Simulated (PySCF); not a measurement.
# A small calculation by hand: refractive index and permittivity of the vapour

BrH3OSeSi, SMILES [Se](O[SiH3])Br.

Geometry: r2SCAN-D4/def2-SVP. This is a generated structure with no PubChem entry under its InChIKey; it may be hypothetical. The values are those of a single conformer.

PBE0/def2-TZVP run with PySCF gives a mean static polarisability of 75.0 bohr³ and a dipole moment of 1.24 D. Take an ideal gas at 298.15 K and 0.1 bar, whether or not the substance is that volatile.

### Question
Work out n − 1 in the optical limit and the static ε − 1.

### Answer

Polarisability volume α' = 75.0 × 0.148185 = 11.11 Å³. Number density N = p/kT = 2.43e-6 Å⁻³.
Dilute limit of Lorentz–Lorenz: n − 1 = 2π N α' = 0.00017.
Orientation term of Debye: μ²/(3kT) = 8.098 Å³ × μ²(D²) = 12.45 Å³.
ε − 1 = 4π N (α' + μ²/3kT) = 0.00072. Orientation of the dipole supplies 53 % of the static response; it can't follow optical fields. Vibrational polarisation and dispersion are left out.
